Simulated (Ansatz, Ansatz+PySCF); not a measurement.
```
atom   x (Å)    y (Å)    z (Å)
  Si  0.0000   0.0000  -0.1234
   H  0.0000   1.0085   0.8640
   H  0.0000  -1.0085   0.8640
```

Basis set: def2-SVP (spherical functions). Frozen core: 5 orbitals. Charge 0, multiplicity 1.

Computed with Ansatz (development build ahead of 0.2.0); each method stands on the lowest determinant of its kind that the runs found. Restricted open shells among the atoms or ions are ROHF, correlated in semicanonical orbitals with singles.

The atomization energy at this shape (free ground-state atoms in the same class of orbitals less the molecule, no zero-point energy) of singlet SiH₂:

| method | atomization energy |
| --- | --- |
| RHF-MP2 | 5.70 eV |
| UHF-MP2 | 5.57 eV |
| UHF | 4.61 eV |

What does RHF-CCSD(T) give?

5.97 eV. Caution: the shape is not the minimum. Caution for UHF-MP2: another reference gives a lower total. Caution for UHF-MP2, UHF: the determinant breaks the point group; the unrestricted determinant is spin contaminated.
